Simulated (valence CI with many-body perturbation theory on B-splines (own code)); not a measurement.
**Sensitivity of CI+MBPT for W XLIII**

Computed by relativistic CI+MBPT: four valence electrons over a frozen Dirac-Fock core [Ar] 3d10, a basis of 6 s, 6 p, 5 d, 3 f, 1 g functions for each j, with the one-electron correlation potential Σ1, the two-electron term Σ2, the three-electron term Σ3, Breit, model QED; selected CI, second order for the rest, scaled by the run's own slope (own B-spline code, finite nucleus).

No measured spectrum was set against this ion. As an estimate, large intervals hold to a few tenths of a per cent, small ones and those within an open d or f shell to about a per cent.

The reference run has the lowest level (4s^2 4p1/2^2) J=0 and an ionisation energy of 2146.97 eV. Its largest variational space holds 9997 state functions.

Levels are named by their leading jj configuration (3d3/2^4 stands for four electrons in 3d with j = 3/2), which in mixed levels can hold well under half, so a name can repeat and another be missing. Letters in brackets count levels of one name in rising energy.

Changed runs:
A. orbitals per symmetry with explicit Σ2 and valence Breit (the others get mean screening factors) 5 → 3
B. selection threshold (hartree) 2e-08 → 1e-05
C. correlating orbitals by l 3 3 3 2 1 → 4 4 3 0 0; size limit of the variational space 10000 → 1500
D. scale of Σ1 1 → 0 (bad on purpose)

Excitation energies of the reference run in cm⁻¹, and shifts in cm⁻¹:

```
                     Level  Reference       A       B      C      D
    (4s^2 4p1/2 4p3/2) J=1     738321     +12    -3.9   -269  -2065
    (4s^2 4p1/2 4p3/2) J=2     773036     +14    -6.5   +158  -2073
    (4s 4p1/2^2 4p3/2) J=2    1513400    -0.4    -3.9   -258  -1179
        (4s^2 4p3/2^2) J=2    1537570     +31    -4.6    +13  -4138
        (4s^2 4p3/2^2) J=0    1612590     +44    +0.2   +524  -4150
    (4s 4p1/2^2 4p3/2) J=1    1631910     +12    -2.6   +300  -1176
    (4s^2 4p1/2 4d3/2) J=2    1973490     -10    -4.1   +407   -203
    (4s^2 4p1/2 4d3/2) J=1    2120330     +22    -6.2  +1410   -329
(4s 4p1/2 4p3/2^2) J=2 [a]    2157420    +2.7    -3.6   -387  -2108
    (4s^2 4p1/2 4d5/2) J=3    2192700    +5.6    -2.6   +505  -1522
(4s 4p1/2 4p3/2^2) J=2 [b]    2286350     +25    -4.6   +669  -2112
    (4s 4p1/2 4p3/2^2) J=3    2322860     +20    -2.6   +606  -2705
    Ionisation energy (eV)    2146.97  +0.014  -6e-05  -0.11  -1.85
```
